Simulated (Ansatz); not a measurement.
Ansatz results at the PBE0-D4/def2-TZVP geometry: vertical ionisation energy (CCSD(T)/def2-TZVPP) 10.58 eV; LUMO energy (B3LYP/def2-TZVPP) -0.07 eV; size of the dipole moment (ωB97M-V/def2-TZVPP) 0.27 D.

(1) Which molecule gave them?
A. `C#[C][SnH3]`
B. `CC[N](C)[SnH]([F])[Cl]`
C. `[OH][SnH2][F]`
D. `[Br][SnH3]`

Results:

(1) A. The others give `CC[N](C)[SnH]([F])[Cl]`: 8.72, -1.47, 3.46; `[Br][SnH3]`: 10.49, -1.35, 2.40; `[OH][SnH2][F]`: 11.61, -1.02, 2.40.

B3LYP here is the variant with VWN-RPA as its local correlation; programs differ in this.
